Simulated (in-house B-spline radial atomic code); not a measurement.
Inner levels of molybdenum as electrons are removed. A shift is the extra binding of the orbital against the neutral atom ([Kr] 4d5 5s1). The density at the nucleus is averaged over the nuclear charge. Computed with a B-spline radial code for spherical atoms: Dirac-Hartree-Fock, average of the configuration, finite nuclei.

```json
{"ion": "Mo6+", "configuration": "[Ar] 3d10 4s2 4p6", "shift of 2p1/2 (eV)": "87.248", "shift of 1s1/2 (eV)": "86.353", "shift of 3p1/2 (eV)": "86.079", "radius of 2p1/2 (bohr)": "0.13083", "radius of 1s1/2 (bohr)": "0.035157", "radius of 3p1/2 (bohr)": "0.42072", "Σ<r²> (bohr²)": "15.613", "change of density at nucleus (bohr⁻³)": "20.504"}
{"ion": "Mo7+", "configuration": "[Ar] 3d10 4s2 4p5", "shift of 2p1/2 (eV)": "111.24", "shift of 1s1/2 (eV)": "111.03", "shift of 3p1/2 (eV)": "108.98", "radius of 2p1/2 (bohr)": "0.13082", "radius of 1s1/2 (bohr)": "0.035156", "radius of 3p1/2 (bohr)": "0.42092", "Σ<r²> (bohr²)": "13.676", "change of density at nucleus (bohr⁻³)": "34.897"}
{"ion": "Mo8+", "configuration": "[Ar] 3d10 4s2 4p4", "shift of 2p1/2 (eV)": "136.32", "shift of 1s1/2 (eV)": "136.9", "shift of 3p1/2 (eV)": "132.8", "radius of 2p1/2 (bohr)": "0.13081", "radius of 1s1/2 (bohr)": "0.035156", "radius of 3p1/2 (bohr)": "0.42058", "Σ<r²> (bohr²)": "11.898", "change of density at nucleus (bohr⁻³)": "50.224"}
{"ion": "Mo9+", "configuration": "[Ar] 3d10 4s2 4p3", "shift of 2p1/2 (eV)": "162.46", "shift of 1s1/2 (eV)": "163.94", "shift of 3p1/2 (eV)": "157.51", "radius of 2p1/2 (bohr)": "0.1308", "radius of 1s1/2 (bohr)": "0.035155", "radius of 3p1/2 (bohr)": "0.42017", "Σ<r²> (bohr²)": "10.257", "change of density at nucleus (bohr⁻³)": "66.48"}
{"ion": "Mo10+", "configuration": "[Ar] 3d10 4s2 4p2", "shift of 2p1/2 (eV)": "?", "shift of 1s1/2 (eV)": "?", "shift of 3p1/2 (eV)": "?", "radius of 2p1/2 (bohr)": "?", "radius of 1s1/2 (bohr)": "?", "radius of 3p1/2 (bohr)": "?", "Σ<r²> (bohr²)": "?", "change of density at nucleus (bohr⁻³)": "?"}
{"ion": "Mo11+", "configuration": "[Ar] 3d10 4s2 4p1", "shift of 2p1/2 (eV)": "?", "shift of 1s1/2 (eV)": "?", "shift of 3p1/2 (eV)": "?", "radius of 2p1/2 (bohr)": "?", "radius of 1s1/2 (bohr)": "?", "radius of 3p1/2 (bohr)": "?", "Σ<r²> (bohr²)": "?", "change of density at nucleus (bohr⁻³)": "?"}
{"ion": "Mo12+", "configuration": "[Ar] 3d10 4s2", "shift of 2p1/2 (eV)": "247.03", "shift of 1s1/2 (eV)": "251.92", "shift of 3p1/2 (eV)": "236.67", "radius of 2p1/2 (bohr)": "0.13075", "radius of 1s1/2 (bohr)": "0.035153", "radius of 3p1/2 (bohr)": "0.41863", "Σ<r²> (bohr²)": "5.9976", "change of density at nucleus (bohr⁻³)": "120.8"}
```

Problem. Fill in the row of Mo10+.

Solution. shift of 2p1/2 (eV): 189.64; shift of 1s1/2 (eV): 192.14; shift of 3p1/2 (eV): 183.07; radius of 2p1/2 (bohr): 0.13078; radius of 1s1/2 (bohr): 0.035155; radius of 3p1/2 (bohr): 0.41972; Σ<r²> (bohr²): 8.7353; change of density at nucleus (bohr⁻³): 83.662.

Problem. Fill in the row of Mo11+.

Solution. shift of 2p1/2 (eV): 217.83; shift of 1s1/2 (eV): 221.47; shift of 3p1/2 (eV): 209.47; radius of 2p1/2 (bohr): 0.13077; radius of 1s1/2 (bohr): 0.035154; radius of 3p1/2 (bohr): 0.4192; Σ<r²> (bohr²): 7.3194; change of density at nucleus (bohr⁻³): 101.77.
